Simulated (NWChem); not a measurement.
## Atomisation of C2H5F3Si

SMILES: F[SiH]([C@H](F)C)F
```xyz
11

C     -2.1456     0.3481    -0.2769
C     -0.8638     0.5335     0.5059
F     -0.8487    -0.3307     1.5915
Si     0.6814     0.2064    -0.5243
F      1.9946     0.3267     0.4029
F      0.6239    -1.3052    -1.0869
H     -3.0174     0.5221     0.3716
H     -2.2137    -0.6726    -0.6821
H     -2.1977     1.0587    -1.1168
H     -0.8132     1.5668     0.9009
H      0.8305     1.1287    -1.6744
```
Charge 0, spin multiplicity 1.

All runs are NWChem calculations. Structure: optimised with PBE0/def2-SVP, with no frequency check, so it may be a saddle point. It is one conformer; others weren't searched.

Basis set: def2-SVP. The atomisation energy is electronic alone: no zero-point, thermal, spin-orbit or counterpoise terms. No value is extrapolated to the basis-set limit. Free atoms are single determinants with multiplicities C 3, F 2, Si 3, H 2. Correlated methods freeze the same cores in atoms and molecule, 10 orbitals in all.

B3LYP has NWChem's definition, with VWN1-RPA local correlation. The structure started from a generated list of species. No SCF solution was tested for a lower state. Open-shell Hartree-Fock references start from PBE0 orbitals.

Question: Order these methods by the atomisation energy they give, lowest first: PBE0, MP2, B3LYP, HF, r2SCAN, BP86.

Answer: HF (772.6 kcal/mol), MP2 (1004.2 kcal/mol), B3LYP (1030.4 kcal/mol), PBE0 (1034.3 kcal/mol), r2SCAN (1040.9 kcal/mol), BP86 (1061.7 kcal/mol)
